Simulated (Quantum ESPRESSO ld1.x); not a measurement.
Values are calculated unless marked as measured or tabulated.
The sulfur ion S3+, 13 electrons, occupied as [He] 2s2 2p5 3s2 3p1 4f1 (not the ground configuration).

Code: ld1.x of Quantum ESPRESSO 7.5. Model: Dirac Kohn-Sham, revPBE, spin-unpolarised, spherical densities, point nucleus; open shells are shared between the two j in proportion to 2j + 1.

Energy parts (hartree):
| part | energy |
|---|---|
| total | -389.096 |
| kinetic | 390.972 |
| electron-nucleus | -897.701 |
| Hartree | 140.702 |
| exchange-correlation | -23.068 |

Orbitals (lengths in bohr, moments of r in powers of bohr):
orbital	occ.	eigenvalue (hartree)	<r^4>
1s1/2	2	-91.8454	0.0004102
2s1/2	2	-10.5730	0.1183
2p1/2	1.66667	-8.6504	0.1037
2p3/2	3.33333	-8.6003	0.1054
3s1/2	2	-2.3612	7.669
3p1/2	0.333333	-1.8916	10.33
3p3/2	0.666667	-1.8852	10.44
4f5/2	0.428571	-0.4330	612.8
4f7/2	0.571429	-0.4330	612.9

The highest occupied level is 4f5/2 at -11.783 eV. The density falls to 0.001 e/bohr^3 at r = 4.49 bohr. Summed over all electrons, <r^2> = 28.78 bohr^2, which gives a Langevin (diamagnetic) susceptibility term of -22.8 x 10^-6 cm^3/mol.
